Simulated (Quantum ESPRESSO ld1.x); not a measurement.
Ta26+, configuration [Kr] 4d10 4f1. All-electron calculation, scalar-relativistic Kohn-Sham, LDA (Slater exchange, Perdew-Zunger correlation), spin-polarised, spherical densities, point nucleus; open shells are filled with parallel spins first. Program: ld1.x of Quantum ESPRESSO 7.5.

Normalised radial functions P(r) = r R(r), r in bohr:

```
   r/bohr * 4d down, o 4f down (the largest magnitude, 1.63, reaches the edge; | marks zero, & curves that meet)
0.0006875                             &
0.0008952                             &
 0.001156                             &
 0.001506                             &
 0.001961                             &
 0.002533                             &
 0.003298                             &
 0.004294                             &
 0.005592                             &
 0.007223                             &
 0.009406                             &
  0.01225                             &
  0.01582                             o*
   0.0206                             o*
  0.02682                             o *
  0.03465                             o  *
  0.04512                             o     *
  0.05875                             |o       *
   0.0765                             | o          *
  0.09882                             |   o           *
   0.1287                             |      o         *
   0.1676                             |           &
   0.2164                             |*               o
   0.2818               *             |                      o
    0.367    *                        |                         o
    0.474  *                          |                       o
   0.6173          *                  |                 o
   0.8038                    *        |        o
    1.047                          *  |  o
    1.352                             *o
     1.76                             &
    2.292                             &
```

4d down: eigenvalue -998.03 eV, 1 radial node at r = 0.220 bohr, <r> = 0.464 bohr, 90 % of the charge inside 0.680 bohr. 4f down (empty): eigenvalue -797.10 eV, 0 radial nodes, <r> = 0.450 bohr, 90 % of the charge inside 0.682 bohr.
